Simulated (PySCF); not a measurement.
Gas-phase reaction: 2 AuCl + H₂ ⇌ Au₂ + 2 HCl

Computed with PySCF and rigid-rotor harmonic-oscillator thermochemistry at 1 bar. † marks an energy on the PBE0/def2-TZVP geometry and frequencies; other levels use their own. MP2 and CCSD(T) freeze the core. All species are closed-shell singlets. B3LYP is the form with VWN-RPA correlation. Au: scalar-relativistic def2 core potential, no spin-orbit coupling. MP2 isn't extrapolated to the basis-set limit; its ΔH°(298 K) is -146.0 kJ in def2-SVP and -115.8 kJ in def2-TZVPP. CCSD(T) isn't extrapolated to the basis-set limit; its ΔH°(298 K) is -105.6 kJ in def2-SVP and -84.1 kJ in def2-TZVPP. The harmonic model lacks anharmonicity and excited electronic states, which grow with temperature; levels with a mode under 35 cm⁻¹ are left out. Warning, large T1 diagnostic: Au₂, AuCl (CCSD(T)/def2-SVP†).

```json
[
 {"level": "B3LYP/def2-TZVP†", "ΔE electronic, kJ": "-86", "ΔH°(298 K), kJ": "-80", "ΔS°(298 K), J/K": "9", "ΔG°(800 K), kJ": "-86"},
 {"level": "BLYP/def2-TZVP†", "ΔE electronic, kJ": "-85", "ΔH°(298 K), kJ": "-79", "ΔS°(298 K), J/K": "9", "ΔG°(800 K), kJ": "-84"},
 {"level": "CCSD(T)/def2-SVP†", "ΔE electronic, kJ": "-111", "ΔH°(298 K), kJ": "-106", "ΔS°(298 K), J/K": "9", "ΔG°(800 K), kJ": "-111"},
 {"level": "HF/def2-TZVP†", "ΔE electronic, kJ": "-47", "ΔH°(298 K), kJ": "-42", "ΔS°(298 K), J/K": "9", "ΔG°(800 K), kJ": "-47"},
 {"level": "M06-2X/def2-TZVP†", "ΔE electronic, kJ": "-61", "ΔH°(298 K), kJ": "-55", "ΔS°(298 K), J/K": "9", "ΔG°(800 K), kJ": "-61"},
 {"level": "MP2/def2-TZVPP†", "ΔE electronic, kJ": "-122", "ΔH°(298 K), kJ": "-116", "ΔS°(298 K), J/K": "9", "ΔG°(800 K), kJ": "-121"},
 {"level": "PBE0/def2-QZVP†", "ΔE electronic, kJ": "-82", "ΔH°(298 K), kJ": "-77", "ΔS°(298 K), J/K": "9", "ΔG°(800 K), kJ": "-82"},
 {"level": "PBE0/def2-TZVP", "ΔE electronic, kJ": "-83", "ΔH°(298 K), kJ": "-77", "ΔS°(298 K), J/K": "9", "ΔG°(800 K), kJ": "-82"}
]
```
ΔH° is lowest at MP2/def2-TZVPP† and highest at HF/def2-TZVP†. No reference value is set beside these.
